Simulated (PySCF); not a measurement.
**Vertical ionisation energy: calculation against experiment**

Level of theory: ωB97X-D3(BJ)/ma-def2-SVP single points in PySCF, grid level 2; every species was optimised with PBE0-D3(BJ)/def2-SVP. The prefix ma- adds one diffuse s and one diffuse p function on all atoms but H. ωB97X-D3(BJ) is ωB97X-V with D3(BJ) in place of VV10.

| molecule | computed / eV | measured / eV | difference |
| --- | --- | --- | --- |
| `Cc1ccc(C)c(N)c1` (C8H11N) | 7.66 | 7.78 | -0.12 |
| 2-bromobenzotrifluoride, `FC(F)(F)c1ccccc1Br` (C7H4BrF3) | 9.58 | 9.38 | 0.20 |
| tetraethyl orthosilicate, `CCO[Si](OCC)(OCC)OCC` (C8H20O4Si) | 10.54 | 9.77 | 0.77 |

Measured values: NIST Chemistry WebBook, evaluated or the median of agreeing entries (photoelectron band maxima). Mean signed difference 0.28 eV, mean absolute 0.37 eV, over these rows.

tetraethyl orthosilicate: the gap is larger than usual, and may come from another state, site, conformer or species, from an onset or band maximum that doesn't mark the energy named, from the functional or basis, or from an outlying measurement.

Q: What do calculation and experiment give for dibenzothiophene, `c1ccc2c(c1)sc1ccccc12` (C12H8S)?

A: Computed 8.14 eV, measured 7.97 eV.
